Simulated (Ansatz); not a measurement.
Single points on Al₁₅N₁₅H₃₆, a nanocrystal cut from wurtzite AlN (hydrogen-capped).

```yaml
crystal:
  periodic: [false, false, false]
  atoms:
    - {symbol: N, position_ang: [-0.817081, -4.039571, -0.521135]}
    - {symbol: Al, position_ang: [-2.461202, -3.208106, 0.231835]}
    - {symbol: Al, position_ang: [-2.485169, -1.433038, -2.332295]}
    - {symbol: N, position_ang: [-2.400864, -1.386049, -0.400954]}
    - {symbol: Al, position_ang: [-4.008549, -0.528327, 0.234353]}
    - {symbol: N, position_ang: [-3.907544, 1.312376, -0.516026]}
    - {symbol: Al, position_ang: [0.845334, -3.204604, 0.030941]}
    - {symbol: N, position_ang: [0.628317, -3.167165, 1.977964]}
    - {symbol: Al, position_ang: [0.711242, -1.450455, -2.387495]}
    - {symbol: N, position_ang: [-0.832393, -0.477931, -2.943253]}
    - {symbol: N, position_ang: [0.740043, -1.371304, -0.487214]}
    - {symbol: Al, position_ang: [-0.839120, -0.484641, 0.142961]}
    - {symbol: Al, position_ang: [0.749897, -1.399182, 2.793580]}
    - {symbol: N, position_ang: [-0.741665, -0.430056, 2.080172]}
    - {symbol: Al, position_ang: [-0.902740, 1.344384, -2.384932]}
    - {symbol: N, position_ang: [-0.818203, 1.327143, -0.484751]}
    - {symbol: Al, position_ang: [-2.352905, 2.334096, 0.036076]}
    - {symbol: Al, position_ang: [-0.834460, 1.345395, 2.795992]}
    - {symbol: N, position_ang: [-2.427340, 2.124720, 1.982873]}
    - {symbol: N, position_ang: [2.287887, -0.444405, -3.006045]}
    - {symbol: Al, position_ang: [2.339113, -0.477038, 0.115103]}
    - {symbol: N, position_ang: [2.258196, -0.445811, 2.060476]}
    - {symbol: Al, position_ang: [2.428771, 1.404786, -2.373344]}
    - {symbol: N, position_ang: [0.756181, 2.207771, -3.003742]}
    - {symbol: N, position_ang: [2.309660, 1.334211, -0.493856]}
    - {symbol: Al, position_ang: [0.756134, 2.264342, 0.117511]}
    - {symbol: Al, position_ang: [2.313566, 1.333263, 2.797177]}
    - {symbol: N, position_ang: [0.744678, 2.176036, 2.062754]}
    - {symbol: Al, position_ang: [3.942062, 2.276753, 0.028537]}
    - {symbol: N, position_ang: [3.858106, 2.224806, 2.024361]}
    - {symbol: H, position_ang: [-0.821272, -5.045580, -0.290033]}
    - {symbol: H, position_ang: [-0.925369, -4.010234, -1.551914]}
    - {symbol: H, position_ang: [-3.737587, -4.046096, -0.254412]}
    - {symbol: H, position_ang: [-2.144143, -3.244765, 1.843652]}
    - {symbol: H, position_ang: [-2.322460, -2.950615, -2.874184]}
    - {symbol: H, position_ang: [-3.718683, -0.532826, -2.871904]}
    - {symbol: H, position_ang: [-5.372975, -1.213931, -0.251586]}
    - {symbol: H, position_ang: [-3.880442, -0.237641, 1.846516]}
    - {symbol: H, position_ang: [-3.937233, 1.205502, -1.546935]}
    - {symbol: H, position_ang: [-4.780766, 1.811210, -0.283357]}
    - {symbol: H, position_ang: [2.170068, -4.023131, -0.330207]}
    - {symbol: H, position_ang: [-0.349867, -3.471683, 2.183129]}
    - {symbol: H, position_ang: [1.244026, -3.844469, 2.452340]}
    - {symbol: H, position_ang: [0.809834, -2.950282, -2.957857]}
    - {symbol: H, position_ang: [-0.936184, -0.536925, -3.971342]}
    - {symbol: H, position_ang: [0.810215, -1.558282, 4.383244]}
    - {symbol: H, position_ang: [-1.599072, -0.924946, 2.396530]}
    - {symbol: H, position_ang: [-2.153035, 2.180165, -2.953038]}
    - {symbol: H, position_ang: [-2.400038, 3.891083, -0.322931]}
    - {symbol: H, position_ang: [-0.940749, 1.475050, 4.385917]}
    - {symbol: H, position_ang: [-3.179601, 1.429108, 2.187609]}
    - {symbol: H, position_ang: [-2.706185, 2.995749, 2.458698]}
    - {symbol: H, position_ang: [2.385827, -0.508885, -4.031358]}
    - {symbol: H, position_ang: [3.118957, -0.946575, -2.641016]}
    - {symbol: H, position_ang: [3.648956, -1.280621, -0.375467]}
    - {symbol: H, position_ang: [3.108058, -0.929597, 2.400586]}
    - {symbol: H, position_ang: [3.693304, 2.135949, -3.023102]}
    - {symbol: H, position_ang: [0.748550, 2.326032, -4.028917]}
    - {symbol: H, position_ang: [0.736981, 3.178155, -2.637560]}
    - {symbol: H, position_ang: [0.714185, 3.801050, -0.371171]}
    - {symbol: H, position_ang: [2.411778, 1.388740, 4.393490]}
    - {symbol: H, position_ang: [0.750954, 3.153459, 2.404214]}
    - {symbol: H, position_ang: [5.242514, 1.404292, -0.350342]}
    - {symbol: H, position_ang: [3.834383, 3.840119, -0.345967]}
    - {symbol: H, position_ang: [4.724220, 1.785471, 2.374296]}
    - {symbol: H, position_ang: [3.912870, 3.193519, 2.376796]}
basis:
  gaussian: {orbitals: def2-TZVP, fitting: {mean_field: def2-universal-jkfit}, initial_orbitals: start.molden}
hamiltonian: {xc: pbe0, dispersion: d4}
scf: {omitted_lower_state_checks: [starts]}
output: {orbitals: {seedname: orbitals}}
```

The file start.molden holds the orbitals of an earlier run on this structure, at another level or in another basis.

```sh
$ ansatz run in.yaml --threads 4 --pin off --events-out ev --progress --plain --max-ram 66560MiB --backend cuda --devices 0, --max-vram 37GiB
```

It prints (some lines left out):

```
Functional definition: PBE0
3723 factors; integrals over basis functions are off by at most 5.9e-1 eV
mean field evaluation 1: about -121855.3401 eV, gradient 3.3e2 eV
mean field evaluation 2: about -121873.1629 eV, gradient 1.7e1 eV
mean field evaluation 4: about -121873.5618 eV, gradient 4.8e-1 eV
mean field evaluation 8: about -121873.5628 eV, gradient 1.4e-5 eV
mean field -121873.56283472 eV, -4478.7708253082 hartree, gradient 1.4e-5 eV, S^2 0.000000; 0 other end points of the search recorded, 0 dependent functions left out
reference -121873.56292625 eV, -4478.7708286717 hartree; 168, 168 occupied and 1068, 1068 virtual orbitals, 3723 factors
Total energy: -121877.75136379 eV, -4478.9247509124 hartree
Checks for a lower state left out: starts
```

It took 19 s on 4 threads of AMD EPYC 7R13 on a shared host and a share (37 GiB) of an NVIDIA H100 80GB HBM3, peak host memory 1.4 GiB.

Geometry: PBE-D4/def2-SVP.

Single mean-field runs in def2-TZVP are fitted with def2-universal-jkfit.
